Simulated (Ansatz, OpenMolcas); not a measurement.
How basis sets differ on CuSH (SMILES [SH][Cu])

CuSH: 3 atoms, total charge 0, spin state singlet. SMILES: `[SH][Cu]`. The coordinates come from a PBE0-D4/def2-TZVP relaxation.

```jsonl
{"atom": "S", "x (Å)": "-0.5119", "y (Å)": "0.5705", "z (Å)": "-0.2303"}
{"atom": "Cu", "x (Å)": "1.3095", "y (Å)": "0.0765", "z (Å)": "0.7296"}
{"atom": "H", "x (Å)": "-0.8084", "y (Å)": "-0.7118", "z (Å)": "-0.5126"}
```

Quantity: the HOMO–LUMO gap, in eV. The values are calculated.

| level | kind | program | value (eV) |
| --- | --- | --- | --- |
| HF/STO-3G | Hartree–Fock | Ansatz | 9.61 |
| HF/3-21G | Hartree–Fock | OpenMolcas | 9.38 |
| HF/def2-SVP | Hartree–Fock | OpenMolcas | 8.75 |
| HF/pcseg-1 | Hartree–Fock | OpenMolcas | 9.03 |

The values span 8.75 to 9.61 eV. A Hartree–Fock LUMO above zero doesn't converge with the basis: it sinks as sets grow more diffuse. Orbital gaps aren't excitation energies.
